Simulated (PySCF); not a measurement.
Correlation energy of Sn (tin, neutral)

[Kr] 4d10 5s1 5p2 6s1, high-spin 5P determinant (an excited configuration). Computed with PySCF 2.14 in x2c-TZVPPall with one added diffuse shell each of s, p, d, f type (9s7p5d3f, 76 functions), with scalar relativity by spin-free X2C-1e. Frozen: [Kr] 4d10; 4 electrons correlated.

```csv
level,correlation energy (mhartree)
CCSD,-19.02
(T),-0.32
CCSD(T),-19.34
```

Diagnostics: T1 = 0.0085, D1 = 0.0220, largest double amplitude 0.041.

The outer electron is Rydberg-like, and this basis confines it to a smaller radius and binds it less than a complete one would.

Cost of the coupled-cluster step: roughly 1.6 core-seconds, for 4 correlated electrons.

Iterations:

```
CC2 = 0
CCSD nocc = (np.int64(4), np.int64(0)), nmo = (53, 53)
frozen orbitals [[0, 1, 2, 3, 4, 5, 6, 7, 8, 9, 10, 11, 12, 13, 14, 15, 16, 17, 18, 19, 20, 21, 22], [0, 1, 2, 3, 4, 5, 6, 7, 8, 9, 10, 11, 12, 13, 14, 15, 16, 17, 18, 19, 20, 21, 22]]
max_cycle = 100
direct = 0
conv_tol = 1e-08
conv_tol_normt = 1e-06
diis_space = 8
diis_start_cycle = 0
Init t2, MP2 energy = -0.0132040763452737
Init E_corr(UCCSD) = -0.0132040763461972
cycle = 1  E_corr(UCCSD) = -0.0169608885333621  dE = -0.00375681219  norm(t1,t2) = 0.0352658
cycle = 2  E_corr(UCCSD) = -0.0181748136454298  dE = -0.00121392511  norm(t1,t2) = 0.0146115
cycle = 3  E_corr(UCCSD) = -0.0189142461498886  dE = -0.000739432504  norm(t1,t2) = 0.00776702
cycle = 4  E_corr(UCCSD) = -0.0189198306766129  dE = -5.58452672e-06  norm(t1,t2) = 0.00455109
cycle = 5  E_corr(UCCSD) = -0.0190155728919787  dE = -9.57422154e-05  norm(t1,t2) = 0.00275131
cycle = 6  E_corr(UCCSD) = -0.019009359000785  dE = 6.21389119e-06  norm(t1,t2) = 0.000859196
cycle = 7  E_corr(UCCSD) = -0.0190115528155285  dE = -2.19381474e-06  norm(t1,t2) = 0.00077437
cycle = 8  E_corr(UCCSD) = -0.0190261480609847  dE = -1.45952455e-05  norm(t1,t2) = 0.0011774
cycle = 9  E_corr(UCCSD) = -0.019015244430794  dE = 1.09036302e-05  norm(t1,t2) = 0.000134442
cycle = 10  E_corr(UCCSD) = -0.0190185358091282  dE = -3.29137833e-06  norm(t1,t2) = 4.7089e-05
cycle = 11  E_corr(UCCSD) = -0.0190185502941057  dE = -1.44849775e-08  norm(t1,t2) = 1.43209e-05
cycle = 12  E_corr(UCCSD) = -0.0190184030728291  dE = 1.47221277e-07  norm(t1,t2) = 4.53853e-06
cycle = 13  E_corr(UCCSD) = -0.0190184042597855  dE = -1.18695635e-09  norm(t1,t2) = 6.01367e-07
UCCSD converged
E(UCCSD) = -6173.459127623252  E_corr = -0.01901840425978549
UCCSD(T) correction = -0.000324637799608191
```
